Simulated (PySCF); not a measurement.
Be(Me) (CH3Be), SMILES [Be+][CH3], charge +1. Coordinates come from a PBE-D3(BJ)/def2-TZVPD optimisation. The multiplicity is an assumed one; other spin states were not compared. The isomer is the one that the SMILES or the coordinates give; other isomers of the formula were not compared.

Computed equilibrium geometry at PBE-D3(BJ)/def2-TZVPD (PySCF confirms it by a frequency run) as a Z-matrix, and its point group:
point group C3v.
```
C
H 1 1.1026
H 1 1.1026 2 109.78
H 1 1.1026 2 109.78 3 120.77
Be 1 1.6553 2 109.16 3 -119.61
```
Charge +1, spin multiplicity 1.
